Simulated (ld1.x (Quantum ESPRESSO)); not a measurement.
## Configuration tests for N (Z = 7) (RRKJ)

```json
{"Element": "nitrogen", "Generator": "ld1.x (Quantum ESPRESSO) 7.5", "Type": "norm-conserving RRKJ (Kleinman–Bylander form)", "Functional": "LDA (PZ)", "Relativity": "non-relativistic", "Frozen core": "[He]", "Valence charge": "5", "Reference configuration": "2s2 2p1 (charge +2)", "Partial waves": "2s (bound): rc 0.95 bohr; 2p (bound): rc 1.30 bohr", "Local potential": "all-electron potential smoothed inside 1.10 bohr (lloc = -1)", "Core correction": "Bessel-smoothed model core inside 0.70 bohr", "rho0": "0.005"}
```

Energies are relative to the spin-unpolarised reference configuration 2s2 2p1; without spin polarisation the order of configurations can differ from experiment. Spin-polarised rows fill each open shell by Hund’s rule, majority spin first.

Q: Give the all-electron excitation energy and the error of the potential for: 2s2 2p3; 2s2 2p2; 2s2 2p0; 2s0 2p5; 2s1 2p4; 2s2 2p3.3; 2s1 2p3; 2s2 2p1 (spin-polarised); 2s2 2p3 (spin-polarised).

A:

```tsv
valence configuration	charge	ΔE all-electron (eV)	error AE − PS (meV)
2s2 2p3	0	-42.712	+56
2s2 2p2	+1	-28.975	+29
2s2 2p0	+3	47.167	+93
2s0 2p5	0	-20.320	+136
2s1 2p4	0	-31.538	+88
2s2 2p3.3	-0.3	-44.379	+59
2s1 2p3	+1	-17.555	+63
2s2 2p1 (spin-polarised)	+2	-0.555	+25
2s2 2p3 (spin-polarised)	0	-45.605	+169
```

Levels in the configuration 2s2 2p3:

```
level  all-electron (eV)  pseudo (eV)
   2s            -18.398      -18.386
   2p             -7.247       -7.259
```
